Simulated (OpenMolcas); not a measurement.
# Rh3+ in Cs2NaYF6: curves along the breathing mode

Rh3+ with its 6 nearest fluoride ions, on the Y site of Cs2NaYF6 (a = 9.075 Å, distance in the model lattice 2.178 Å). The rest of the host is ab initio model potentials to 7.6 Å, with orthogonalisation functions on the cations behind the ligands, and point charges beyond; the distance is set by hand and nothing relaxes. Ligand basis ANO-RCC-VDZP.

```
Program             : OpenMolcas 26.06
Method              : SS-CASPT2, IPEA 0.25 Eh, imaginary shift 0.1 Eh (closed shells correlated: 4s 4p and the ligand valence shells)
Basis               : ANO-RCC-VDZP [6s5p3d1f]
Scalar Hamiltonian  : DKH2, point nucleus
Active space        : 6 electrons in 5 orbitals (4d)
State averaging     : 2S+1 = 5 even, 5 roots; 2S+1 = 3 even, 45 roots; 2S+1 = 1 even, 50 roots
Spin-orbit coupling : state interaction with AMFI integrals over the reference wave functions
```

Spin-free energies (labels of O, the rotations of Oh) in cm-1 above the lowest fitted minimum, as all ligands move together:

```tsv
R (Å)	1A1	3T1	3T2	1T1	5T2	1T2	3E
1.911	2430	22760	27060	27650	35930	35620	51490
1.956	220	18140	22320	23020	28690	30780	44520
2.001	260	16100	20120	20950	24850	28510	40500
2.046	2090	16170	20010	20990	23150	28160	38830
2.091	5360	17940	21600	22720	23570	29760	39180
2.181	15080	25370	28630	29320	28970	36500	44390
```

Cubic fits give the following; the wavenumber is harmonic, with the mass of all moving ligands, small differences in it between states hang on the degree of the fit, a number in brackets counts states of one label, and the table is a selection of at most 14 states with clean curves.

| State | R0 (Å) | Breathing mode (cm-1) | Minimum (cm-1) |
| --- | --- | --- | --- |
| 1A1 | 1.978 | 540 | 0 |
| 3T1 | 2.022 | 535 | 15870 |
| 3T2 | 2.026 | 528 | 19810 |
| 1T1 | 2.022 | 528 | 20740 |
| 5T2 | 2.057 | 534 | 23080 |
| 1T2 | 2.029 | 524 | 28090 |
| 3E | 2.059 | 528 | 38740 |
| 1T2(2) | 2.064 | 517 | 40750 |
| 1E | 2.064 | 520 | 41360 |
| 1A1(2) | 2.063 | 519 | 41790 |
| 5E | 2.097 | 516 | 44060 |
| 1A2 | 2.063 | 519 | 46210 |
| 3A2 | 2.067 | 517 | 48570 |
| 1E(2) | 2.062 | 526 | 53310 |

The minimum of 1T1 is shifted by +0.0436 Å against 1A1 (from the unrounded fits). With M = 114.0 u for the moving shell, the Huang-Rhys factor in this mode is S = M ω ΔR² / 2ħ = 0.01483 × 114.0 × 540 × 0.0436² = 1.74. Only the first shell moves, against a rigid host.

Roots that are degenerate in the reference are averaged as groups; the widest CASPT2 spread within a group is 1100 cm-1 (the 3-fold group of multiplicity 1 near 14200 cm-1 above the lowest state of its run, R = 2.181). Shifts and gaps below about the spread of the groups concerned are not significant. Over all roots computed the reference weight is 0.70 to 0.72 in R = 1.911, 0.70 to 0.72 in R = 1.956, 0.70 to 0.72 in R = 2.001, 0.69 to 0.72 in R = 2.046, 0.69 to 0.72 in R = 2.091, 0.68 to 0.71 in R = 2.181; a low but even weight reflects the number of correlated electrons. Ligand-to-metal charge-transfer states are missing. With no ligand orbital active B as a rule stays too high, so bands that hang on it stand too high and its fall with covalency is understated. With one d shell and no ligand orbital active, 10Dq can be off by a tenth or more. The least metal-like active orbital is 78 % on the metal (Löwdin) and no ligand orbital is active, so the numbers are rough (holds for R = 1.911; R = 1.956). The least metal-like active orbital is 79 % on the metal (Löwdin) and no ligand orbital is active, so the numbers are rough (holds for R = 2.001; R = 2.046). The least metal-like active orbital is 80 % on the metal (Löwdin) and no ligand orbital is active, so the numbers are rough (holds for R = 2.091; R = 2.181). This shell can be high or low spin here, a state of another spin lies low, and with metal d orbitals alone active their balance is uncertain, so the ground spin may be wrong, although the usual error favours high spin (holds for R = 2.181). These CASPT2 states fit no ligand-field parameters well, so their order and spin gaps are uncertain (holds for R = 2.181). No measured value stands beside these numbers.
